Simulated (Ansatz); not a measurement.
Ansatz results at the PBE0-D4/def2-TZVP geometry: HOMO–LUMO gap (PBE0/def2-TZVPP) 6.01 eV; size of the dipole moment (ωB97M-V/def2-TZVPP) 1.90 D; size of the dipole moment (PBE/def2-TZVPP) 2.01 D.

Each molecule was computed in one conformer, which needn't be the lowest.

**Question.** Which molecule gave them?
A. `SC1=C[Se][SiH2]1`
B. `BB(F)/C=C/C`
C. `C[SiH2][GeH2][PH2]`
D. `[BH2][Al]1[CH2][NH]1`

**Answer.** B. The others give `C[SiH2][GeH2][PH2]`: 7.28, 1.22, 1.27; `[BH2][Al]1[CH2][NH]1`: 3.43, 1.52, 0.66; `SC1=C[Se][SiH2]1`: 5.28, 1.25, 1.16.
